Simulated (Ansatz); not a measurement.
```xyz
7

Cl   -0.287    0.090    2.958
Sn   -0.596   -0.705    0.784
O    -0.734    0.956   -0.436
Ge    0.816    0.302   -1.021
H    -2.108   -1.485    0.814
H     2.080    1.086   -0.643
H     0.828   -0.244   -2.457
```

Charge 0, multiplicity 1. Sn: def2 effective core potential.

(1) List the r2SCAN/def2-TZVPP orbital energies in eV (Ansatz 0.2.0). (An estimate is asked.)

Results:

(1) The calculation gave: Occupied: -10835.34, -2752.95, -1350.40, -1200.49, -1200.43, -1200.43, -515.39, -254.32, -192.86, -192.72, -192.71, -168.62, -137.90, -118.42, -118.26, -118.25, -92.74, -92.74, -92.63, -31.71, -31.62, -31.58, -31.57, -31.51, -27.37, -27.17, -27.07, -27.03, -27.00, -24.09, -20.60, -14.30, -12.91, -10.09, -9.73, -9.18, -9.02, -8.07, -7.77, -7.18, -6.22. Lowest empty: -3.03, -1.51, -0.99, 0.01, 0.50, 1.43, 2.56, 2.81.
